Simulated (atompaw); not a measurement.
## An all-electron radial function and its pseudo partner (tellurium (Te))

Columns: radius, all-electron u(r) and pseudo u(r) of the 5p shell (level -5.97 eV) of tellurium in the configuration [Kr] 4d10 5s2 5p4; PBEsol, scalar-relativistic, PAW (atompaw) scheme, atompaw 4.2.0.5.

```tsv
r (bohr)	all-electron	pseudo
0.087	-0.1013	0.0027
0.173	0.1397	0.0105
0.260	0.1882	0.0235
0.346	0.0537	0.0414
0.433	-0.1218	0.0644
0.519	-0.2503	0.0915
0.606	-0.3089	0.1232
0.692	-0.3017	0.1583
0.779	-0.2457	0.1970
0.865	-0.1600	0.2379
0.952	-0.0577	0.2812
1.038	0.0480	0.3252
1.125	0.1523	0.3700
1.212	0.2493	0.4143
1.298	0.3357	0.4568
1.385	0.4122	0.4976
1.471	0.4770	0.5351
1.558	0.5318	0.5693
1.644	0.5762	0.5991
1.731	0.6118	0.6248
1.817	0.6388	0.6455
1.904	0.6586	0.6616
1.990	0.6717	0.6728
2.077	0.6792	0.6794
2.163	0.6817	0.6817
2.250	0.6798	0.6798
```

(1) How many radial nodes do the two functions have?

(2) Is the pseudo-wave norm-conserving?

Results:

(1) The all-electron 5p function has n − l − 1 = 3; the pseudo-wave has 0, since the states of the same l below it are removed with the core.

(2) No, it belongs to a PAW set: the norm inside the radius is not constrained, and the difference is carried by the augmentation charge.
